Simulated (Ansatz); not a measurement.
A run on CH6Al2O with other settings.

```yaml
crystal:
  periodic: [false, false, false]
  atoms:
    - {symbol: O, position_ang: [-0.855280, 0.826362, -0.878470]}
    - {symbol: C, position_ang: [-0.759143, -0.108731, 0.315139]}
    - {symbol: Al, position_ang: [0.188682, -1.753340, 0.130031]}
    - {symbol: Al, position_ang: [0.504275, 1.418861, 0.348998]}
    - {symbol: H, position_ang: [-0.594958, 0.361374, -1.680821]}
    - {symbol: H, position_ang: [-1.655496, 0.052516, 0.907935]}
    - {symbol: H, position_ang: [0.851770, -2.017118, -1.293090]}
    - {symbol: H, position_ang: [0.349518, -2.715274, 1.376531]}
    - {symbol: H, position_ang: [0.124869, 2.776019, 1.062183]}
    - {symbol: H, position_ang: [1.928865, 1.108131, -0.285536]}
basis:
  gaussian: {orbitals: "6-31++G**", fitting: {mean_field: def2-universal-jkfit}}
hamiltonian: {xc: {name: wB97}}
```

```sh
$ ansatz run in.yaml --threads 2 --pin off --events-out ev --progress --plain --max-ram 4352MiB
```

It prints (some lines left out):

```
Functional definition: wB97
516 factors; integrals over basis functions are off by at most 3.7e-1 eV
516 factors; integrals over basis functions are off by at most 1.3e-4 eV
mean field evaluation 1: about -16368.0297 eV, gradient 4.6e1 eV
mean field evaluation 2: about -16369.0656 eV, gradient 4.4e1 eV
mean field evaluation 4: about -16372.8560 eV, gradient 3.0e0 eV
mean field evaluation 8: about -16372.8785 eV, gradient 5.5e-2 eV
mean field -16372.87848514 eV, -601.6921863934 hartree, gradient 7.4e-5 eV, S^2 0.000000; 0 other end points of the search recorded, 0 dependent functions left out
reference -16372.87846038 eV, -601.6921854832 hartree; 23, 23 occupied and 97, 97 virtual orbitals, 516 factors
Total energy: -16372.87846038 eV, -601.6921854832 hartree
```

It took 4.3 s on 2 threads of an Arm Neoverse V2 on a shared host, with 0.25 GiB of host memory at the peak.
